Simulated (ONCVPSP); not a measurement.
# S (Z = 16): excitation energies, all-electron against ONCV

```
Element                 : sulfur
Generator               : ONCVPSP 4.0.1
Type                    : optimised norm-conserving Vanderbilt (ONCV)
Functional              : PBE
Relativity              : scalar-relativistic
Frozen core             : [He]
Valence charge          : 14
Reference configuration : 2s2 2p6 3s2 3p3 (charge +1)
Partial waves           : 2s+3s: rc 0.75 bohr, ncon 5, nbas 8, qcut 21.3 1/bohr, 2 projectors; 2p+3p: rc 1.08 bohr, ncon 4, nbas 8, qcut 13.8 1/bohr, 2 projectors; d scattering state at 0.29 Ha: rc 0.75 bohr, ncon 4, nbas 7, qcut 13.1 1/bohr, local
Local potential         : the d channel
Core correction         : none
```

Energies are relative to the spin-unpolarised reference configuration 2s2 2p6 3s2 3p3; without spin polarisation the order of configurations can differ from experiment.

Q: Give the all-electron excitation energy and the error of the potential for: 2s2 2p6 3s2 3p4; 2s2 2p6 3s2 3p2; 2s2 2p6 3s2 3p1; 2s2 2p6 3s2 3p0.

A:

```
valence configuration  charge  ΔE all-electron (eV)  error AE − PS (meV)
      2s2 2p6 3s2 3p4       0               -11.769                 +0.9
      2s2 2p6 3s2 3p2      +2                22.284                 +0.2
      2s2 2p6 3s2 3p1      +3                56.325                 +4.0
      2s2 2p6 3s2 3p0      +4               103.123                  +14
```
